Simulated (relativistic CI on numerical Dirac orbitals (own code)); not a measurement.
## In¹¹⁺: q coefficients and field-shift factors

Method of calculation: Dirac-Coulomb-Breit CI, orbitals from a KLI potential per configuration, derivatives by finite differences, unscaled Slater integrals, QED left out (own radial code, finite nucleus).

Configurations in the expansion (outside the closed core [Ar] 3d10 4s2): 4p⁶4d², 4p⁵4d³, 4p⁶4d4f, 4p⁶4d5s, 4p⁶4f², 4p⁶4d5p, 4p⁶5s². Double excitations out of closed p, d and f shells are left out; levels of such configurations are missing from the list, as are those of other unlisted configurations, and high levels can miss mixing partners.

With x = (α/α₀)² − 1 an excitation energy changes as ω = ω₀ + qx; K = 2q/ω₀ is the relative enhancement. Terms are leading LS components, so labels can repeat. The field-shift factor is F = δν/δ⟨r²⟩ for the transition from the lowest level.

Lowest level 4p⁶4d² ³F2.

```csv
Level,ω₀ (cm⁻¹),q (cm⁻¹),K,F (GHz/fm²)
4p⁶4d² ³F3,7947,8880,2.23,0.0912
4p⁶4d² ³F4,15609,15520,1.99,0.165
4p⁶4d² ³P0,23482,3186,0.271,0.0932
4p⁶4d² ¹D2,24471,7731,0.632,0.138
4p⁶4d² ³P1,27561,8875,0.644,0.149
4p⁶4d² ³P2,36598,18760,1.03,0.257
4p⁶4d² ¹G4,39356,12490,0.635,0.207
4p⁶4d² ¹S0,78103,14370,0.368,0.357
4p⁵4d³ ⁵D°2,486432,16100,0.0662,1.55
4p⁵4d³ ⁵D°1,487586,16980,0.0697,1.49
4p⁵4d³ ⁵D°3,487607,18650,0.0765,1.63
4p⁵4d³ ⁵S°2,489150,26850,0.11,1.48
4p⁵4d³ ⁵D°0,489590,19640,0.0802,1.46
4p⁵4d³ ⁵D°4,491096,22470,0.0915,1.7
4p⁵4d³ ⁵F°5,500362,24330,0.0972,1.74
4p⁵4d³ ⁵D°2,503296,22150,0.088,1.49
4p⁵4d³ ⁵F°1,503616,25770,0.102,1.38
4p⁵4d³ ⁵D°4,504167,25860,0.103,1.57
4p⁵4d³ ⁵D°3,504630,24410,0.0967,1.47
4p⁵4d³ ⁵G°6,510789,25080,0.0982,1.8
4p⁵4d³ ³G°3,514418,16820,0.0654,1.77
4p⁵4d³ ³F°2,516888,23470,0.0908,1.77
4p⁵4d³ ³G°4,517889,22710,0.0877,1.71
```

At this charge energies of transitions that change n are usually good to better than 1 %, and those within a shell (Δn = 0) to a few per cent. Terms inside the open d or f shell come out 10 to 20 % too wide with unscaled integrals.
